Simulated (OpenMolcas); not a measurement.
Ag2+ in CaF2

Ag2+ with its 8 nearest fluoride ions at 2.38 Å, on the Ca site of CaF2 (a = 5.46294 Å, distance in the model lattice 2.366 Å). The rest of the host is ab initio model potentials to 7.6 Å and point charges beyond; the distance is set by hand and nothing relaxes. Ligand basis ANO-RCC-VDZP.
```
Ag    0.0000    0.0000    0.0000
F     1.3741    1.3741    1.3741
F     1.3741    1.3741   -1.3741
F     1.3741   -1.3741    1.3741
F     1.3741   -1.3741   -1.3741
F    -1.3741    1.3741    1.3741
F    -1.3741    1.3741   -1.3741
F    -1.3741   -1.3741    1.3741
F    -1.3741   -1.3741   -1.3741
```

| Property | Result |
| --- | --- |
| Program | OpenMolcas |
| Method | SS-CASPT2, IPEA 0.25 Eh, imaginary shift 0.1 Eh (closed shells correlated: 4s 4p and the ligand valence shells) |
| Basis | ANO-RCC-VTZP [7s6p4d2f1g] |
| Scalar Hamiltonian | DKH2, point nucleus |
| Active space | 9 electrons in 5 orbitals (4d) |
| State averaging | 2S+1 = 2 even, 5 roots |
| Spin-orbit coupling | RASSI with atomic mean-field integrals over the reference wave functions |

The lowest spin-free states (labels of O, the rotations of Oh), above the lowest:

```tsv
State	Degeneracy	E (cm-1)	Free-ion L (%)
2T2	3	0	D (100)
2E	2	7020	D (100)
```

The lowest levels with spin-orbit coupling:

```json
{"E (cm-1)": "0", "Degeneracy": "2", "Label": "Γ7", "2S+1": "2", "g": "1.88 1.88 1.88"}
{"E (cm-1)": "1950", "Degeneracy": "4", "Label": "Γ8", "2S+1": "2", "g": ""}
{"E (cm-1)": "9420", "Degeneracy": "4", "Label": "Γ8", "2S+1": "2", "g": ""}
```

Powder χT (cm3 K/mol): 0.334 at 2 K, 0.34 at 10 K, 0.369 at 50 K, 0.406 at 100 K, 0.48 at 200 K, 0.554 at 300 K. The effective moment at 300 K is 2.828 √(χT) = 2.10 μB.

The lowest level has 2S+1 = 2, for which the spin-only value is χT = S(S+1) / 2 = 0.375 cm3 K/mol (g = 2). The computed 0.554 at 300 K differs by +0.179, through orbital momentum, spin-orbit coupling and any other state in reach. With a threefold ground state the orbital momentum is unquenched, so the spin-only value is not expected to hold.

The gap between the two states is 10Dq = -7020 cm-1 (negative for this site).

Roots that are degenerate in the reference are averaged as groups; the widest CASPT2 spread within a group is 93 cm-1 (the 3-fold group of multiplicity 2 near 0 cm-1 above the lowest state of its run). Shifts and gaps below about the spread of the groups concerned are not significant. Over all roots computed the reference weight is 0.69; a low but even weight reflects the number of correlated electrons. An orbital triplet at a regular site is open to Jahn-Teller coupling, which can distort the site and quench the lowest spin-orbit gaps and is left out. Ligand-to-metal charge-transfer states are missing. With one d shell and no ligand orbital active, 10Dq can be off by a tenth or more. Free-ion shares, where given, are those of the reference states; single-state CASPT2 does not remix them. No measured value stands beside these numbers; the geometry was set by hand and not optimised.
